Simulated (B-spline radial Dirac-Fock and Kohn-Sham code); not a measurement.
**How the settings move the core levels of Se⁷⁺**

ΔSCF core binding energies without Breit or QED terms, calculated with a radial finite-basis atomic code. Keys: rel is the Hamiltonian (dirac, or spin-free x2c and nr, where L3 and M5 stand for the whole 2p and 3d shells), method is hf or an exchange,correlation pair (spin-unpolarised, also for the hole states), nuc the nuclear model, radius_factor scales its radius, rmax is the box in bohr, h the logarithmic mesh step, order the B-spline order, points the quadrature points per cell, c_factor scales the speed of light, and damp, ndamp, maxit and tol steer the iteration. The run stops when the commutator error falls below 10·tol·max(1, Z/10), or the numerical noise floor, and the energy has settled to about 1e-8 Ha; the virial ratio is −V/T.

Base input:

```json
{"items": [{"Z": 34, "q": 7, "cfg": [[1, 0, 2], [2, 0, 2], [2, 1, 6], [3, 0, 2], [3, 1, 6], [3, 2, 9]], "A": 80, "rrms": 4.14, "do": "settings", "holes": ["K", "L3", "M5"],
  "settings": [{"rel": "dirac", "method": "hf", "nuc": "fermi", "radius_factor": 1.0, "rmax": 45.0, "h": 0.3, "order": 8, "points": 10, "c_factor": 1.0, "maxit": 60, "damp": 0.5, "ndamp": 3, "tol": 1e-08}]}]}
```

The ground state converged in 9 iterations, with total energy -2413.83790 Ha, virial ratio 1.97608 and highest orbital energy -189.91 eV. ΔSCF binding energies: K (1s) 12826.4 eV, L3 (2p3/2) 1577.8 eV. Holes are computed only in closed shells, and unreliable hole states are left out.

Changes from the base run:

```
                             changed setting  Δ total energy (Ha)  Δ K (eV)  Δ L3 (eV)  iterations
                                  rel = "nr"            +28.69729   -203.28      +2.72           9
                                   order = 7             +0.00001      0.00       0.00           9
                         radius_factor = 2.0             +0.04955     -0.58       0.00           9
                                     h = 0.5             +0.00981     +0.06      +0.05           9
rel = "nr"; radius_factor = 2.0; rmax = 80.0                    ?         ?          ?           ?
                                tol = 0.0001              0.00000      0.00       0.00           8
        rmax = 80.0; order = 7; tol = 0.0001             +0.00001      0.00       0.00           8
```

**Question.** What does the change rel = "nr"; radius_factor = 2.0; rmax = 80.0 do?

**Answer.** The total energy moves by +28.69729 Ha and the binding energies by K -203.28 eV, L3 +2.72 eV; the run takes 9 iterations.
